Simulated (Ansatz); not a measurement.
Geometry optimisation, RKS PBE0-D4/def2-SVP (Ansatz 0.2.0).

input.yaml

```yaml
crystal:
  periodic: [false, false, false]
  atoms:
    - { symbol: Ge, position_ang: [0.0, 0.0, 0.0] }
    - { symbol: Cl, position_ang: [0.0, 0.0, 2.22] }
    - { symbol: Cl, position_ang: [2.0935, 0.0, -0.7393] }
    - { symbol: Ge, position_ang: [-1.1304, 1.9584, -0.7992] }
    - { symbol: H, position_ang: [-2.6003, 1.6043, -1.1405] }
    - { symbol: H, position_ang: [-1.1048, 3.0541, 0.2968] }
    - { symbol: H, position_ang: [-0.4177, 2.4843, -2.0712] }
    - { symbol: Cl, position_ang: [-1.0456, -1.8115, -0.7393] }
basis:
  gaussian: { orbitals: def2-SVP }
hamiltonian:
  xc: pbe0
  dispersion: d4
relax:
  f_tol: 0.02
  max_steps: 40
```

Command:

```bash
$ ansatz run input.yaml --threads 4 --pin off --max-ram 5120MiB --backend cpu --events-out ev --progress --plain --runs-dir out
```

**Question.** Where does it end, and by what steps?

**Answer.** The forces met the threshold. The force dipped under the threshold on the way, but the program's further checks kept it going. After 12 steps the energy has fallen by 0.185 eV; H6 moved furthest, 0.61 Å.

| step | energy less start (eV) | largest force component (eV/Å) | accepted |
| --- | --- | --- | --- |
| 0 | 0.0000 | 1.063 | yes |
| 1 | -0.1518 | 0.183 | yes |
| 2 | -0.1571 | 0.022 | yes |
| 3 | -0.1636 | 0.037 | yes |
| 4 | -0.1646 | 0.014 | yes |
| 5 | -0.1661 | 0.036 | yes |
| 6 | -0.1692 | 0.185 | yes |
| 7 | -0.1725 | 0.128 | yes |
| 8 | -0.1799 | 0.009 | yes |
| 9 | -0.1821 | 0.157 | yes |
| 10 | -0.1847 | 0.052 | yes |
| 11 | -0.1853 | 0.008 | yes |
| 12 | -0.1854 | 0.008 | yes |

```xyz
8
Properties=species:S:1:pos:R:3
Ge -0.015 0.026 -0.010
Cl -0.344 -0.280 2.095
Cl 2.113 0.159 -0.307
Ge -1.155 2.002 -0.817
H -2.655 1.802 -0.566
H -0.611 3.201 -0.030
H -0.850 2.130 -2.315
Cl -0.687 -1.750 -1.022
```

Whether the end is a true minimum wasn't checked by a vibrational analysis.

Time of the run: 24 s on 4 threads of Intel(R) Xeon(R) 6975P-C (Granite Rapids) (shared host), peak memory 0.43 GiB.
